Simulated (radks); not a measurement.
Question: Species: the rhenium ion Re4+. Configuration: [Kr] 4d10 4f14 5s2 5p5 5d3 5f1 (not the ground configuration). All-electron calculation, scalar-relativistic Kohn-Sham, PBEsol, spin-polarised, spherical densities, finite nucleus; open shells are filled with parallel spins first (spin-orbit coupling, left out, can overturn this in heavy ions); Fermi nuclear charge, rms radius 5.3698 fm. Program: a radial shooting solver on a logarithmic mesh with Libxc functionals. Some entries of the table are withheld. Estimate them.

| orbital | occ. | eigenvalue (eV) | <1/r> (bohr^-1) | <r> (bohr) |
|---|---|---|---|---|
| 1s up | 1 | -71665.52 | 88.69 | 0.01804 |
| 1s down | 1 | -71665.41 | 88.69 | 0.01804 |
| 2s up | 1 | -12471.79 | 20.75 | 0.07624 |
| 2s down | 1 | -12471.52 | 20.75 | 0.07624 |
| 2p up | 3 | -10895.33 | 18.75 | 0.06835 |
| 2p down | 3 | -10895.06 | 18.75 | 0.06835 |
| 3s up | 1 | -2928.659 | 7.688 | 0.1975 |
| 3s down | 1 | -2928.496 | 7.688 | 0.1975 |
| 3p up | 3 | -2463.594 | 7.084 | 0.1979 |
| 3p down | 3 | -2463.412 | 7.084 | 0.1979 |
| 3d up | 5 | -1935.314 | 6.690 | 0.1793 |
| 3d down | 5 | -1935.072 | 6.690 | 0.1793 |
| 4s up | 1 | -653.6109 | 3.274 | 0.4407 |
| 4s down | 1 | -653.2597 | 3.273 | 0.4407 |
| 4p up | 3 | -500.9945 | 2.971 | 0.4687 |
| 4p down | 3 | -500.6436 | 2.971 | 0.4686 |
| 4d up | 5 | -309.2988 | 2.647 | 0.5001 |
| 4d down | 5 | -308.8732 | 2.649 | 0.4997 |
| 5s up | 1 | -138.6829 | 1.310 | (1) |
| 5s down | 1 | -135.7665 | 1.322 | (2) |
| 5p up | 3 | -99.4005 | 1.123 | (3) |
| 4f up | 7 | -96.3643 | (4) | 0.5776 |
| 5p down | 2 | -95.8955 | 1.134 | (5) |
| 4f down | 7 | -95.6049 | (6) | 0.5726 |
| 5d up | 3 | -53.1050 | 0.8395 | 1.529 |
| 5d down | 0 | -49.1123 | 0.8409 | 1.532 |
| 5f up | 1 | -20.6461 | 0.4214 | 2.945 |

Answer: 
(1) 5s up <r> (bohr): 1.023
(2) 5s down <r> (bohr): 1.016
(3) 5p up <r> (bohr): 1.170
(4) 4f up <1/r> (bohr^-1): 2.168
(5) 5p down <r> (bohr): 1.162
(6) 4f down <1/r> (bohr^-1): 2.179
